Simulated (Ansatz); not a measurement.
Ideal-gas functions of `Cl[C](Cl)Br` radical at 600 K and 1 bar, from an Ansatz frequency run at PBE0-D4/def2-TZVP.

Molar mass 162.82 g/mol, point group Cs (symmetry number 1), electronic degeneracy 2, moments of inertia 149.992, 274.963, 423.195 u Å². Harmonic wavenumbers (cm⁻¹, unscaled): 224, 237, 291, 437, 859, 920.

Use S(trans) = R[1.5 ln M + 2.5 ln T − 1.1517]; rotational temperatures θ = 24.2544 K / I; S(rot) = R[ln(√π/σ · √(T³/θAθBθC)) + 1.5]; for each mode x = 1.438777 ν̃/T, S = R[x/(eˣ − 1) − ln(1 − e⁻ˣ)] and H = RT x/(eˣ − 1); 1 cm⁻¹ = 0.0119627 kJ/mol; R = 8.31446 J/(mol·K).

**Question.** By hand: the entropy, in J/(mol·K).

**Answer.** Translation 186.9. Rotation: θ = 0.1617, 0.0882, 0.0573 K, giving 126.6. Vibration, mode by mode: 13.58, 13.12, 11.47, 8.30, 3.64, 3.24, in all 53.3. Electronic 5.8. Sum 372.6 J/(mol·K).

**Question.** By hand: H − E and G − E in kJ/mol, counted from the electronic energy.

**Answer.** Zero-point energy ½ × 2968 × 0.0119627 = 17.8; thermal vibration 16.6; translation, rotation and pV give 4 RT = 20.0. H − E = 54.4 kJ/mol, and G − E = 54.4 − 600 × 372.6/1000 = -169.2 kJ/mol.

Vibration gives 14 % of the entropy.
